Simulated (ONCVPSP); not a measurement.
Reading a pseudo-wave (fluorine)

Columns: radius, all-electron u(r) and pseudo u(r) of the 2p shell (level -11.54 eV) of fluorine in the configuration [He] 2s1 2p6; PBE, scalar-relativistic, ONCV scheme, ONCVPSP 4.0.1.

| r (bohr) | all-electron | pseudo |
| --- | --- | --- |
| 0.095 | 0.1280 | 0.0350 |
| 0.190 | 0.3507 | 0.1342 |
| 0.285 | 0.5562 | 0.2820 |
| 0.380 | 0.7127 | 0.4561 |
| 0.475 | 0.8185 | 0.6314 |
| 0.570 | 0.8796 | 0.7853 |
| 0.665 | 0.9051 | 0.9012 |
| 0.760 | 0.9043 | 0.9703 |
| 0.855 | 0.8851 | 0.9925 |
| 0.950 | 0.8534 | 0.9742 |
| 1.045 | 0.8141 | 0.9263 |
| 1.140 | 0.7702 | 0.8607 |
| 1.235 | 0.7243 | 0.7886 |
| 1.330 | 0.6780 | 0.7180 |
| 1.425 | 0.6322 | 0.6537 |
| 1.520 | 0.5879 | 0.5974 |
| 1.615 | 0.5454 | 0.5486 |
| 1.710 | 0.5051 | 0.5057 |
| 1.805 | 0.4670 | 0.4671 |
| 1.900 | 0.4314 | 0.4313 |
| 1.995 | 0.3980 | 0.3980 |
| 2.090 | 0.3670 | 0.3670 |
| 2.185 | 0.3381 | 0.3381 |
| 2.280 | 0.3114 | 0.3114 |
| 2.375 | 0.2867 | 0.2867 |
| 2.470 | 0.2638 | 0.2638 |

Question: How many radial nodes do the two functions have?

Answer: The all-electron 2p function has n − l − 1 = 0; the pseudo-wave has 0.

Question: At about which radius was the pseudo-wave matched?

Answer: 1.90 bohr, where the columns begin to agree (steps of 0.10 bohr).

Question: Is the pseudo-wave norm-conserving?

Answer: Yes: the ONCV scheme keeps the norm inside the radius equal to the all-electron one, which fixes the energy derivative of the logarithmic derivative at the level.
